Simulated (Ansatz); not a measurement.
Geometry optimisation, RKS PBE-D4/def2-SVP in Ansatz 0.2.0.

Input:

```yaml
crystal:
  periodic: [false, false, false]
  atoms:
    - { symbol: O, position_ang: [1.4716, 0.9528, 0.1177] }
    - { symbol: C, position_ang: [0.6248, 0.0889, -0.6073] }
    - { symbol: F, position_ang: [1.3693, -0.9874, -0.9975] }
    - { symbol: F, position_ang: [0.1896, 0.7077, -1.7447] }
    - { symbol: Ge, position_ang: [-0.8344, -0.5475, 0.4966] }
    - { symbol: H, position_ang: [0.8681, 1.8238, 0.2478] }
    - { symbol: H, position_ang: [-1.67188, -1.58943, -0.33204] }
    - { symbol: H, position_ang: [-1.69624, 0.62207, 0.90183] }
    - { symbol: H, position_ang: [-0.25501, -1.30641, 1.7617] }
basis:
  gaussian: { orbitals: def2-SVP }
hamiltonian:
  xc: pbe
  dispersion: d4
relax:
  f_tol: 0.015
  max_steps: 40
output:
  orbitals: {}
```

Launched with:

```bash
$ ansatz run input.yaml --threads 2 --pin off --max-ram 3072MiB --backend cpu --events-out ev --progress --plain --runs-dir out
```

Problem. Where does it end, and by what steps?

Solution. It converged. After 7 steps the energy has fallen by 0.295 eV; F3 moved furthest, 0.13 Å.

```json
{"step": "0", "energy less start (eV)": "0.0000", "largest force component (eV/Å)": "2.482", "accepted": "yes"}
{"step": "1", "energy less start (eV)": "-0.2468", "largest force component (eV/Å)": "1.236", "accepted": "yes"}
{"step": "2", "energy less start (eV)": "-0.2853", "largest force component (eV/Å)": "0.556", "accepted": "yes"}
{"step": "3", "energy less start (eV)": "-0.2829", "largest force component (eV/Å)": "0.470", "accepted": "no"}
{"step": "4", "energy less start (eV)": "-0.2932", "largest force component (eV/Å)": "0.031", "accepted": "yes"}
{"step": "5", "energy less start (eV)": "-0.2937", "largest force component (eV/Å)": "0.038", "accepted": "yes"}
{"step": "6", "energy less start (eV)": "-0.2945", "largest force component (eV/Å)": "0.053", "accepted": "yes"}
{"step": "7", "energy less start (eV)": "-0.2946", "largest force component (eV/Å)": "0.009", "accepted": "yes"}
```

```xyz
9
Properties=species:S:1:pos:R:3
O 1.467 1.018 0.034
C 0.664 0.099 -0.596
F 1.479 -0.926 -0.958
F 0.146 0.641 -1.762
Ge -0.869 -0.601 0.506
H 0.917 1.790 0.265
H -1.739 -1.553 -0.346
H -1.703 0.628 0.957
H -0.297 -1.329 1.744
```

Time of the run: 16 s on 2 threads of Arm Neoverse V2, with other jobs on the host, peak memory 0.14 GiB.
